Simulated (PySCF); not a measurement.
**GaN⁻ at ROHF-SCS-MP2**

Level: ROHF-SCS-MP2. PySCF, scalar-relativistic core potentials, basis sets Ga aug-cc-pVDZ-PP with ECP10, N aug-cc-pVDZ.

| Item | Value |
| --- | --- |
| state | ²Π (doublet), unpaired electrons π ↑ |
| bond length | 1.870 Å |
| harmonic wavenumber | 642 cm⁻¹ |
| force constant | 2.83 mdyn/Å |
| rotational constant Be | 0.4144 cm⁻¹ |
| anharmonicity ωexe | 3.66 cm⁻¹ |
| vibration–rotation constant αe | 0.00339 cm⁻¹ |

Correlated steps freeze 5 core orbitals. Spin–orbit coupling is left out. The state was picked by a PBE0 search and need not be the measured ground state.
